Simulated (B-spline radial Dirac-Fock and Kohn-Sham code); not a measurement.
## How the levels of thulium move as electrons are removed

Model: Dirac-Fock energy differences between relaxed states, corrected for Breit and QED terms. Program: an atomic code on a B-spline grid. Each ion is free and in its tabulated ground configuration. Electron correlation is not included.

Reference: Tm¹¹⁺, [Kr] 4d10 4f10 5s2, with M1 (3s) 2532.2 eV, M4 (3d3/2) 1733.0 eV, M5 (3d5/2) 1688.7 eV, N1 (4s) 689.0 eV, N5 (4d5/2) 393.9 eV, Kα1 (K-L3) 50740.2 eV, Kβ1 (K-M3) 57504.9 eV, Lα1 (L3-M5) 7179.8 eV. Shifts from it, in eV (a dash: the subshell is empty, belongs to an open shell averaged over j, or its hole state is left out as unreliable):

| ion | configuration | M1 (3s) | M4 (3d3/2) | M5 (3d5/2) | N1 (4s) | N5 (4d5/2) | Kα1 | Kβ1 | Lα1 |
| --- | --- | --- | --- | --- | --- | --- | --- | --- | --- |
| Tm¹²⁺ | [Kr] 4d10 4f9 5s2 | +36.4 | +36.1 | +36.1 | +33.6 | +31.9 | -0.79 | -1.79 | -0.88 |
| Tm¹³⁺ | [Kr] 4d10 4f9 5s1 | +62.0 | +62.3 | +62.3 | – | +56.9 | -0.11 | -0.21 | -0.14 |
| Tm¹⁴⁺ | [Kr] 4d10 4f9 | +88.6 | +89.2 | +89.2 | +83.5 | +82.4 | +1.03 | +1.89 | +0.66 |
| Tm¹⁵⁺ | [Kr] 4d10 4f8 | +128.6 | +129.0 | +129.0 | +119.9 | +116.9 | +0.22 | +0.16 | -0.16 |
| Tm¹⁶⁺ | [Kr] 4d10 4f7 | +170.3 | +170.5 | +170.5 | +157.5 | +152.5 | -0.66 | -1.64 | -0.98 |
| Tm¹⁷⁺ | [Kr] 4d10 4f6 | +213.7 | +213.7 | +213.7 | +196.2 | +189.2 | -1.62 | -3.50 | -1.78 |
| Tm¹⁸⁺ | [Kr] 4d10 4f5 | +258.8 | +258.6 | +258.6 | +236.1 | +227.0 | -2.65 | -5.40 | -2.57 |
| Tm¹⁹⁺ | [Kr] 4d10 4f4 | +305.6 | +305.1 | +305.1 | +277.0 | +265.9 | -3.76 | -7.32 | -3.33 |

Over this range M1 (3s) moves by +305.6 eV and Kα1 by -3.8 eV: a line is a difference of two levels that shift in the same direction.

Values without a named source are computed, but for edge energies of neutral atoms, which are taken from tables.
